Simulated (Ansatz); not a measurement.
Relaxation of the cluster Al₂Ga with UKS B3LYP-D4/def2-TZVP.

```sh
$ ansatz run in.yaml --threads 2 --pin off --events-out ev --progress --plain --max-ram 4352MiB
```

```yaml
crystal:
  periodic: [false, false, false]
  atoms:
    - {symbol: Al, position_ang: [1.178620, -0.870170, -0.014340]}
    - {symbol: Al, position_ang: [-0.839310, 0.172350, 1.184260]}
    - {symbol: Ga, position_ang: [-0.339310, 0.697830, -1.169920]}
basis:
  gaussian: {orbitals: def2-TZVP}
magnetization: {spin_polarized: true, initial_magnetization: 1}
hamiltonian: {xc: {name: B3LYP}, dispersion: d4}
scf: {lower_state_search: "off"}
output: {orbitals: {seedname: orbitals}}
relax: {f_tol: 0.02, max_steps: 100}
```

Hardware: 2 threads of Intel Xeon 6975P-C on a shared host. Wall time 9 s.

Positions (Å) and forces (eV/Å) at steps 1, 2, 3 of 3:

```xyz
3
step=1 energy=-65572.9319 eV
Al    1.179   -0.870   -0.014    0.125   -0.130    0.096
Al   -0.839    0.172    1.184   -0.046   -0.048    0.217
Ga   -0.339    0.698   -1.170   -0.079    0.178   -0.312
3
step=2 energy=-65572.9410 eV
Al    1.182   -0.876   -0.006    0.037   -0.045    0.047
Al   -0.838    0.167    1.195   -0.006   -0.027    0.083
Ga   -0.344    0.709   -1.189   -0.032    0.073   -0.130
3
step=3 energy=-65572.9432 eV
Al    1.182   -0.879    0.002   -0.006    0.002    0.006
Al   -0.834    0.161    1.203    0.007   -0.005    0.000
Ga   -0.348    0.718   -1.205   -0.001    0.003   -0.006
```

The structure comes from a short search, and lower isomers may exist.
